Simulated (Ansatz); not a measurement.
C₃H₅FTe, SMILES `C[Te]/C=C/F`, relaxed with RKS PBE0-D4/def2-TZVP in the Gaussian-basis code of Ansatz from a PBE-D4/def2-SVP geometry. The force threshold is 0.005 eV/Å; the program also tests the step.

Charge 0, multiplicity 1. Te: def2 effective core potential.

Start:

```xyz
10

C    -1.200    0.193   -1.640
Te    0.784    0.892   -1.062
C     0.568    0.402    0.990
C     1.283   -0.601    1.526
F     1.245   -0.893    2.837
H    -1.316    0.409   -2.719
H    -1.967    0.742   -1.065
H    -1.274   -0.895   -1.460
H    -0.084    1.018    1.631
H     1.960   -1.267    0.963
```

Question: By how much does the energy fall, and how many steps does the optimiser take? (An estimate is asked.)

Answer: Ansatz gave: 1.52 kcal/mol, in 6 steps.

Question: Which bonds change most? (Estimate.)

Answer: Computed: C1–Te2 from 2.182 to 2.140 Å; Te2–C3 from 2.121 to 2.088 Å; C3–C4 from 1.343 to 1.321 Å; C4–H10 from 1.104 to 1.085 Å.

Question: Give the relaxed structure. (Best estimate.)

Answer: Computed: 
```xyz
10

C    -1.186    0.196   -1.620
Te    0.762    0.867   -1.042
C     0.555    0.386    0.979
C     1.275   -0.591    1.501
F     1.240   -0.878    2.806
H    -1.285    0.393   -2.687
H    -1.943    0.754   -1.073
H    -1.275   -0.871   -1.429
H    -0.093    0.984    1.610
H     1.950   -1.241    0.955
```
